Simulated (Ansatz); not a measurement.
Molecule: 3,3,3-trifluoroprop-1-ene, C3H3F3, charge 0, multiplicity 1. SMILES: C(F)(F)(C=C)F
Coordinates optimised at B3LYP-D3(BJ)/def2-TZVP (Ansatz, a quantum-chemistry and plane-wave program):
```
C
C 1 1.3220
H 2 1.0815 1 120.86
H 2 1.0816 3 117.53 1 -180.00
H 1 1.0828 2 122.61 3 0.00
C 1 1.4944 5 113.90 2 -180.00
F 6 1.3446 1 113.25 5 -180.00
F 6 1.3522 7 107.28 1 122.91
F 6 1.3522 7 107.28 8 114.18
```

Quantity: vertical ionisation energy (to the doublet state of charge +1; each state is the SCF solution reached for its spin), in eV. Valence correlation only, unless marked. UHF or UKS for open shells. Spin-orbit coupling is left out. No relativistic terms. CBS(X,Y): correlation extrapolated as X^-3; Hartree-Fock from the larger set. The bracket is a focal-point correction in the basis named.

RI-MP2/CBS(aug-cc-pVTZ,aug-cc-pVQZ)+[CCSD(T)-MP2]/aug-cc-pVTZ (Ansatz) gives 11.61 eV.

Task: Another calculation gave 11.25 eV. Which level was it?
A. PBE0/def2-TZVPD (Ansatz)
B. BHLYP/def2-TZVPD (Ansatz)
C. SVWN5/def2-TZVPD (Ansatz)

Result: A, PBE0/def2-TZVPD (Ansatz). The others give 11.49 (SVWN5), 11.11 (BHLYP) eV.
